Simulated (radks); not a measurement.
Tm3+, configuration [Xe] 4f12.

Method: Dirac Kohn-Sham, B86b exchange with PBE correlation, spin-unpolarised, spherical densities, point nucleus; open shells fill j = l - 1/2 first; computed with a radial shooting solver on a logarithmic mesh with Libxc functionals.

Energy parts (hartree):
part                       energy
total                 -13581.6646
kinetic                15042.9467
electron-nucleus      -33589.0188
Hartree                 5251.3989
exchange-correlation    -286.9914

Orbitals (lengths in bohr, moments of r in powers of bohr; <r^-3> diverges for s and p1/2; r(90%) holds 90 % of the orbital's charge):
| orbital | occ. | eigenvalue (hartree) | r(90%) | <r^-3> | <r> | <r^2> |
|---|---|---|---|---|---|---|
| 1s1/2 | 2 | -2177.675 | 0.0363 | - | 0.02001 | 0.0005483 |
| 2s1/2 | 2 | -368.2019 | 0.131 | - | 0.08429 | 0.008454 |
| 2p1/2 | 2 | -350.9692 | 0.116 | - | 0.07007 | 0.006089 |
| 2p3/2 | 4 | -314.9406 | 0.126 | 12820 | 0.07746 | 0.007305 |
| 3s1/2 | 2 | -83.72000 | 0.324 | - | 0.2205 | 0.05570 |
| 3p1/2 | 2 | -76.14543 | 0.316 | - | 0.2103 | 0.05147 |
| 3p3/2 | 4 | -68.53823 | 0.335 | 2813 | 0.2241 | 0.05827 |
| 3d3/2 | 4 | -55.63198 | 0.307 | 480.2 | 0.1973 | 0.04577 |
| 3d5/2 | 6 | -53.97004 | 0.313 | 418.0 | 0.2016 | 0.04765 |
| 4s1/2 | 2 | -17.48826 | 0.715 | - | 0.4974 | 0.2795 |
| 4p1/2 | 2 | -14.44214 | 0.736 | - | 0.5057 | 0.2914 |
| 4p3/2 | 4 | -12.72178 | 0.782 | 636.7 | 0.5374 | 0.3288 |
| 4d3/2 | 4 | -7.71288 | 0.848 | 93.44 | 0.5637 | 0.3691 |
| 4d5/2 | 6 | -7.39918 | 0.864 | 79.84 | 0.5749 | 0.3838 |
| 5s1/2 | 2 | -3.07663 | 1.74 | - | 1.208 | 1.641 |
| 5p1/2 | 2 | -2.22932 | 1.96 | - | 1.344 | 2.047 |
| 5p3/2 | 4 | -1.99971 | 2.11 | 83.69 | 1.442 | 2.353 |
| 4f5/2 | 6 | -1.33580 | 1.27 | 12.43 | 0.7425 | 0.7187 |
| 4f7/2 | 6 | -1.28904 | 1.30 | 11.87 | 0.7557 | 0.7469 |

The highest occupied level is 4f7/2 at -35.077 eV. For comparison, the ionisation energy in NIST's Atomic Spectra Database is 42.41 eV (semi-empirical). In exact Kohn-Sham theory the highest level is minus the ionisation energy, but local and semilocal functionals leave it too shallow, through self-interaction and a potential that decays too fast; potentials with the right tail come closer. Summed over all electrons, <r^2> = 32.79 bohr^2, which gives a Langevin (diamagnetic) susceptibility term of -26 x 10^-6 cm^3/mol.

Beside tabulated values, note that spin-unpolarised runs miss the spin-polarisation part of the exchange energy of open shells.
